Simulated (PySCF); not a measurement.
ClGeH6NSi, SMILES Cl[SiH2][NH][GeH3]. Atoms are numbered in the order given.

```xyz
10

Si    -0.9595    -1.4901     0.0000
Cl     1.0928    -1.8655     0.0000
N     -1.1260     0.2241     0.0000
Ge     0.1973     1.5308     0.0000
H     -1.5369    -2.1436     1.2078
H     -1.5369    -2.1436    -1.2078
H     -2.0715     0.6004     0.0000
H     -0.5770     2.8649     0.0000
H      1.0728     1.4214    -1.2623
H      1.0728     1.4214     1.2623
```

Geometry optimised at B3LYP-D3(BJ)/def2-SVP. The geometry has at least one imaginary mode, so it is a saddle point at that level. The structure was generated by enumeration, and PubChem lists no compound with its InChIKey, so it may never have been made. Other conformers were not sampled.

Computed with PySCF with HF/pcSseg-1.

GIAO shieldings, no solvent; atoms alike by connectivity are averaged. δ = σ(ref) − σ: ²⁹Si against TMS (σ = 393.8 ppm); ³⁵Cl against HCl (σ = 958.2 ppm); ¹⁵N against NH3 (σ = 267.3 ppm); ⁷³Ge against GeH4 (σ = 1776.1 ppm); ¹H against TMS (σ = 31.99 ppm), references at their B3LYP-D3(BJ)/def2-TZVP geometries, non-relativistic (without spin–orbit terms, shifts of atoms bonded to Cl or Br come out too high).

| atoms | nucleus | count | δ (ppm) |
|---|---|---|---|
| Si1 | ²⁹Si | 1 | -17.5 |
| Cl2 | ³⁵Cl | 1 | ___ |
| N3 | ¹⁵N | 1 | -11.8 |
| Ge4 | ⁷³Ge | 1 | ___ |
| H5, H6 | ¹H | 2 | 5.18 |
| H8, H9, H10 | ¹H | 3 | 4.74 |
| H7 | ¹H | 1 | ___ |

Task: What belongs in the gaps? (The exact figures need the calculation; the answer reports its results.)

Result: 
- Cl2, δ (ppm): -49.9
- Ge4, δ (ppm): 139.7
- H7, δ (ppm): -0.51
